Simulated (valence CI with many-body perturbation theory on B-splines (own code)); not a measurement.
## E1 line list for Ag¹⁴⁺

Method: configuration interaction combined with many-body perturbation theory (CI+MBPT): five valence electrons over a frozen Dirac-Fock core [Ar] 3d10, radial functions for each j: 11 s, 11 p, 10 d, 8 f, 5 g, 2 h, with the one-electron correlation potential Σ1, the two-electron term Σ2, the three-electron term Σ3, Breit, model QED; selected CI, second order for the rest (own B-spline code, finite nucleus).

No measured spectrum was set against this ion. As an estimate, levels hold to about 250 cm⁻¹ or 0.2 % of their energy and the worst to 1 %, as in measured heavy ions of charge 2 to 7; those with d or f electrons hold less well. Among the levels kept, up to 2000 cm⁻¹ of a level comes from second order outside the variational space, and about a tenth of that is noise between levels of different J, which matters for small intervals.

Lines 1 to 50 of 547 in falling wavelength, among levels below 147.95 eV, chosen from the strongest by gf and those to the six lowest levels. Wavelengths and rates use the calculated energies, so an error of 1000 cm⁻¹ moves a line at 431.4 Å by 0.43 % and its rate by three times that or more. Electric multipoles are in the length gauge, E1 and E2 with the static RPA response of the core. Weak lines are less certain than strong ones. Lines between different terms over intervals too small for the method are left out, as are lines whose strength nearly cancels. Where a level lies close to another of its J and parity, the split of strength between their lines is uncertain.

Names give the largest LS component (configuration and term), which can be under half, so a name can repeat, a term be missing and a line seem to break the LS rules; names also repeat where a configuration has a term twice. Letters in brackets count levels of one name in rising energy.

| λ vac (Å) | Upper | Lower | A (s⁻¹) | S (a.u.) with core polarisation | S without |
| --- | --- | --- | --- | --- | --- |
| 431.4 | 4s4p⁴ ⁴P_3/2 | 4s²4p³ ²P°_3/2 | 1.46e+08 | 2.31e-02 | 2.54e-02 |
| 421.1 | 4s4p⁴ ⁴P_1/2 | 4s²4p³ ²P°_3/2 | 5.46e+07 | 4.02e-03 | 4.39e-03 |
| 376.2 | 4s4p⁴ ⁴P_5/2 | 4s²4p³ ²D°_5/2 | 4.01e+08 | 6.32e-02 | 6.95e-02 |
| 367.8 | 4s4p³4d ⁴G°_11/2 | 4s²4p²4d ²G_9/2 | 8.27e+08 | 2.44e-01 | 2.69e-01 |
| 360.0 | 4s4p⁴ ⁴P_1/2 | 4s²4p³ ²P°_1/2 | 6.47e+08 | 2.98e-02 | 3.27e-02 |
| 355.9 | 4p⁵ ²P°_3/2 | 4s4p⁴ ²P_3/2 | 4.43e+09 | 3.94e-01 | 4.34e-01 |
| 354.5 | 4s4p⁴ ⁴P_5/2 | 4s²4p³ ²D°_3/2 | 9.53e+08 | 1.26e-01 | 1.38e-01 |
| 353.0 | 4p⁵ ²P°_1/2 | 4s4p⁴ ²P_1/2 | 4.64e+09 | 2.02e-01 | 2.22e-01 |
| 344.0 | 4s4p⁴ ²D_5/2 | 4s²4p³ ²P°_3/2 | 1.72e+09 | 2.07e-01 | 2.27e-01 |
| 336.0 | 4s4p⁴ ⁴P_3/2 | 4s²4p³ ²D°_5/2 | 3.28e+08 | 2.45e-02 | 2.68e-02 |
| 315.1 | 4s4p⁴ ²D_3/2 | 4s²4p³ ²P°_1/2 | 4.36e+08 | 2.69e-02 | 2.96e-02 |
| 312.9 | 4s4p⁴ ⁴P_1/2 | 4s²4p³ ²D°_3/2 | 3.01e+08 | 9.09e-03 | 9.99e-03 |
| 306.2 | 4p⁵ ²P°_3/2 | 4s4p⁴ ²D_5/2 | 8.95e+09 | 5.07e-01 | 5.57e-01 |
| 305.5 | 4s4p⁴ ⁴P_5/2 | 4s²4p³ ⁴S°_3/2 | 3.14e+09 | 2.65e-01 | 2.91e-01 |
| 304.9 | 4s4p³4d ⁴F°_3/2 [a] | 4s²4p²4d ⁴F_3/2 | 3.38e+09 | 1.89e-01 | 2.07e-01 |
| 304.9 | 4s4p⁴ ²S_1/2 | 4s²4p³ ²P°_3/2 | 8.26e+07 | 2.31e-03 | 2.54e-03 |
| 304.0 | 4s4p³4d ⁴F°_9/2 [a] | 4s²4p²4d ⁴F_7/2 | 2.01e+09 | 2.79e-01 | 3.07e-01 |
| 301.2 | 4s4p³4d ⁴F°_9/2 [b] | 4s²4p²4d ²F_7/2 [a] | 1.16e+09 | 1.56e-01 | 1.72e-01 |
| 301.0 | 4p⁵ ²P°_1/2 | 4s4p⁴ ²P_3/2 | 8.47e+09 | 2.28e-01 | 2.50e-01 |
| 300.9 | 4s4p³4d ⁴G°_11/2 | 4s²4p²4d ⁴F_9/2 | 4.00e+09 | 6.46e-01 | 7.12e-01 |
| 297.4 | 4s4p⁴ ²P_3/2 | 4s²4p³ ²P°_3/2 | 2.15e+09 | 1.12e-01 | 1.23e-01 |
| 295.6 | 4s4p³4d ²F°_7/2 [b] | 4s²4p²4d ²D_5/2 [b] | 1.63e+09 | 1.66e-01 | 1.84e-01 |
| 295.5 | 4s4p³4d ⁴F°_9/2 [b] | 4s²4p²4d ⁴F_7/2 | 3.28e+09 | 4.18e-01 | 4.60e-01 |
| 293.9 | 4p⁵ ²P°_3/2 | 4s4p⁴ ²D_3/2 | 4.09e+09 | 2.05e-01 | 2.25e-01 |
| 291.7 | 4s4p⁴ ²D_3/2 | 4s²4p³ ²D°_5/2 | 3.61e+08 | 1.77e-02 | 1.94e-02 |
| 290.9 | 4s4p³4d ²F°_7/2 [a] | 4s²4p²4d ⁴P_5/2 | 2.52e+09 | 2.45e-01 | 2.70e-01 |
| 290.8 | 4s4p³4d ²G°_9/2 [a] | 4s²4p²4d ⁴F_9/2 | 1.81e+09 | 2.19e-01 | 2.41e-01 |
| 287.5 | 4s4p³4d ²G°_9/2 [b] | 4s²4p²4d ²G_7/2 | 1.46e+09 | 1.71e-01 | 1.88e-01 |
| 286.5 | 4s4p³4d ⁴S°_3/2 | 4s²4p²4d ⁴P_5/2 | 4.94e+09 | 2.29e-01 | 2.52e-01 |
| 282.3 | 4s4p³4d ²G°_9/2 [a] | 4s²4p²4d ²F_7/2 [a] | 2.59e+09 | 2.87e-01 | 3.16e-01 |
| 281.6 | 4s4p³4d ⁴G°_7/2 | 4s²4p²4d ⁴F_5/2 | 5.31e+09 | 4.68e-01 | 5.15e-01 |
| 281.1 | 4s4p³4d ²F°_7/2 [c] | 4s²4p²4d ²F_7/2 [c] | 5.99e+09 | 5.25e-01 | 5.77e-01 |
| 280.5 | 4s4p⁴ ²D_5/2 | 4s²4p³ ²D°_5/2 | 7.77e+09 | 5.08e-01 | 5.57e-01 |
| 278.4 | 4s4p⁴ ²D_3/2 | 4s²4p³ ²D°_3/2 | 1.10e+10 | 4.71e-01 | 5.16e-01 |
| 278.4 | 4s4p⁴ ⁴P_3/2 | 4s²4p³ ⁴S°_3/2 | 6.94e+09 | 2.96e-01 | 3.24e-01 |
| 277.1 | 4s4p³4d ²G°_7/2 [a] | 4s²4p²4d ²F_5/2 [a] | 2.48e+09 | 2.08e-01 | 2.29e-01 |
| 274.8 | 4s4p³4d ⁴G°_5/2 | 4s²4p²4d ⁴F_3/2 | 5.76e+09 | 3.54e-01 | 3.90e-01 |
| 274.4 | 4s4p³4d ⁴D°_7/2 [c] | 4s²4p²4d ²G_7/2 | 2.26e+09 | 1.84e-01 | 2.02e-01 |
| 274.1 | 4s4p⁴ ⁴P_1/2 | 4s²4p³ ⁴S°_3/2 | 6.89e+09 | 1.40e-01 | 1.53e-01 |
| 274.1 | 4s4p³4d ²G°_9/2 [c] | 4s²4p²4d ²G_9/2 | 1.32e+10 | 1.35e+00 | 1.48e+00 |
| 272.5 | 4s4p³4d ²D°_3/2 [e] | 4s²4p²4d ²F_5/2 [b] | 3.63e+09 | 1.45e-01 | 1.59e-01 |
| 271.5 | 4s4p⁴ ²S_1/2 | 4s²4p³ ²P°_1/2 | 1.09e+10 | 2.16e-01 | 2.37e-01 |
| 271.2 | 4s4p³4d ²D°_3/2 [a] | 4s²4p²4d ⁴D_5/2 | 3.87e+09 | 1.52e-01 | 1.67e-01 |
| 270.7 | 4s4p³4d ²F°_5/2 [c] | 4s²4p²4d ²F_5/2 [b] | 5.99e+09 | 3.52e-01 | 3.88e-01 |
| 270.3 | 4s4p³4d ²D°_5/2 [d] | 4s²4p²4d ²P_3/2 [b] | 2.38e+09 | 1.39e-01 | 1.54e-01 |
| 269.6 | 4s4p³4d ⁴D°_7/2 [b] | 4s²4p²4d ⁴D_5/2 | 3.52e+09 | 2.72e-01 | 2.99e-01 |
| 269.4 | 4s4p³4d ²F°_5/2 [a] | 4s²4p²4d ⁴P_3/2 | 2.51e+09 | 1.46e-01 | 1.60e-01 |
| 269.1 | 4s4p³4d ²F°_5/2 [b] | 4s²4p²4d ²D_5/2 [a] | 3.62e+09 | 2.09e-01 | 2.30e-01 |
| 268.3 | 4s4p³4d ²G°_7/2 [b] | 4s²4p²4d ²G_7/2 | 8.36e+09 | 6.37e-01 | 7.00e-01 |
| 268.3 | 4s4p³4d ²D°_5/2 [b] | 4s²4p²4d ²P_3/2 [a] | 3.78e+09 | 2.17e-01 | 2.39e-01 |
